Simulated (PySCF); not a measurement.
## Polarisability and C₆ of Sb²⁺ (antimony, charge +2)

[Kr] 4d10 5s2 5p1, 2P determinant. Calculation: PySCF 2.14, in x2c-QZVPPall with one added diffuse shell each of s, p, d, f type (14s10p8d5f1g, 128 functions); scalar relativity by spin-free X2C-1e. Coupled (time-dependent) response in atomic units; α is the mean over directions.

```tsv
method	mean α (bohr³)	α xx, yy, zz	C₆ (like pair)	S(−4)
UHF	16.94	16.97, 16.90, 16.97	108.6	88.78
PBE	15.58	15.29, 16.15, 15.29	98.00	72.76
```

S(−4) is the Cauchy moment in α(ω) = α(0) + S(−4) ω² + …

Spin-orbit coupling is absent.

α(iu) at UHF:

| u (hartree) | α(iu) (bohr³) |
| --- | --- |
| 0 | 16.94 |
| 0.0500 | 16.73 |
| 0.100 | 16.11 |
| 0.200 | 14.09 |
| 0.300 | 11.77 |
| 0.500 | 8.025 |
| 0.750 | 5.332 |
| 1.00 | 3.888 |
| 1.50 | 2.473 |
| 2.00 | 1.783 |
| 3.00 | 1.088 |
| 5.00 | 0.5343 |

A single London oscillator, α(iu) = α/(1 + u²/ω²), gives C₆ = (3/4) ω α². Matching the computed C₆ needs ω = 4 × 108.6 / (3 × 16.94²) = 0.505 hartree.

For an ion, C₆ is the dispersion term alone; charge-induced terms of lower order in 1/R come first.

The components differ because the open shell of this determinant is not spherical; for a pure term their mean is the scalar polarisability.
